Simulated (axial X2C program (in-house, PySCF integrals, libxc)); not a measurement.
# WTe: properties at the nuclei

Calculated with an axial X2C code built on PySCF integrals: two-component X2C with atomic mean-field Coulomb and Gaunt terms, Gaussian nuclei, basis W dyall-cv3z, Te dyall-cv3z with contracted cores.

R = 2.495 Å (near the PBE0 minimum at charge 0 of the determinant lowest at the starting distance; the state shown can have its own minimum elsewhere).

Determinant lowest in the PBE0 search, Ω = 1 (⟨Sz⟩ = 1.96, ⟨Lz⟩ = -0.96 at PBE0), spin on the atoms W 2.26, Te -0.29:

```json
{"level": "PBE0", "Eeff magnitude (GV/cm)": "23.8", "Ws magnitude W (kHz)": "24.4", "A∥/gI W (MHz)": "3440", "qzz W (a.u.)": "1.09", "A∥/gI Te (MHz)": "-467", "qzz Te (a.u.)": "0.55", "μ (D)": "-3.46"}
{"level": "HF", "Eeff magnitude (GV/cm)": "15.1", "Ws magnitude W (kHz)": "18.5", "A∥/gI W (MHz)": "2940", "qzz W (a.u.)": "-0.73", "A∥/gI Te (MHz)": "-705", "qzz Te (a.u.)": "-2.76", "μ (D)": "-3.85"}
{"level": "LDA", "Eeff magnitude (GV/cm)": "29.1", "Ws magnitude W (kHz)": "29.7", "A∥/gI W (MHz)": "3220", "qzz W (a.u.)": "1.49", "A∥/gI Te (MHz)": "-459", "qzz Te (a.u.)": "1.15", "μ (D)": "-2.59"}
{"level": "BP86", "Eeff magnitude (GV/cm)": "26.5", "Ws magnitude W (kHz)": "26.6", "A∥/gI W (MHz)": "3520", "qzz W (a.u.)": "1.33", "A∥/gI Te (MHz)": "-429", "qzz Te (a.u.)": "1.03", "μ (D)": "-2.75"}
{"level": "PBE", "Eeff magnitude (GV/cm)": "26.4", "Ws magnitude W (kHz)": "26.7", "A∥/gI W (MHz)": "3400", "qzz W (a.u.)": "1.26", "A∥/gI Te (MHz)": "-427", "qzz Te (a.u.)": "0.95", "μ (D)": "-2.80"}
```

Eeff is the effective electric field on the electron electric dipole moment in this Ω state and Ws the scalar–pseudoscalar constant of the nucleus named (defined with the proton number Z and per Ω); A∥ (defined per Ω) follows by multiplying with gI = μI/(I μN); qzz is the electric field gradient, eQq0 = 234.96 MHz × Q/barn × qzz; μ is positive if the Te end (last atom) is positive. The operators were transformed with the bare-nucleus X2C matrices; with these basis sets, hyperfine constants and field gradients can be off by tens of per cent, and where levels differ in sign neither size nor sign is settled.

With gI(183W) = 0.2356, gI(125Te) = -1.7770 (g factors from the IAEA table of nuclear moments by Stone), turn the PBE0 values of the first state into constants in MHz.

A∥(183W) = 3440 × 0.2356 = 810 MHz; A∥(125Te) = -467 × -1.7770 = 830 MHz.

Each state is one determinant with collinear spin, which with several unpaired electrons need not be a pure state. Unrestricted Hartree–Fock can overshoot spin polarisation at the nuclei. With several open shells hyperfine constants can be off by a factor of several. Open-shell Ω = 0 determinants with evenly filled partner blocks cannot be reached by this program, so the Ω shown need not be the lowest component. The search compared states at one distance, so a state with another bond length can lie lower. Further determinants of the search, some of them spin-mixed, are not shown. Where a field gradient or hyperfine factor spreads by more than a factor of two over the levels, a constant derived from it is not to be relied on.
